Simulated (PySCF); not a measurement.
# Ionisation energy of Re²⁺ by level of theory

Re²⁺ [Xe] 4f14 5d5 (6S) → Re³⁺ [Xe] 4f14 5d4 (5D), as a difference of total energies. Calculation: PySCF 2.14, in def2-TZVPPD with the def2 core potential (60 electrons); a scalar-relativistic core potential. Correlated levels: valence and next inner shell: nothing frozen outside the core potential. The calculations carry no spin-orbit coupling.

```tsv
method	ionisation energy (eV)
UHF	27.202
MP2 (valence and next inner shell)	28.066
SCS-MP2 (valence and next inner shell)	27.736
CCSD (valence and next inner shell)	27.944
CCSD(T) (valence and next inner shell)	27.976
```

**Question.** How much does correlation contribute at CCSD(T) (valence and next inner shell)?

**Answer.** 27.976 − (27.202) = 0.774 eV, measured against UHF.

The reference lies between the lowest fine-structure levels, while these numbers refer to the centres of the terms.

Errors of the correlated levels include the incompleteness of this basis.

For comparison: 27 ± 1.6 eV (theoretical estimate listed by NIST; NIST Atomic Spectra Database, ionization energies).
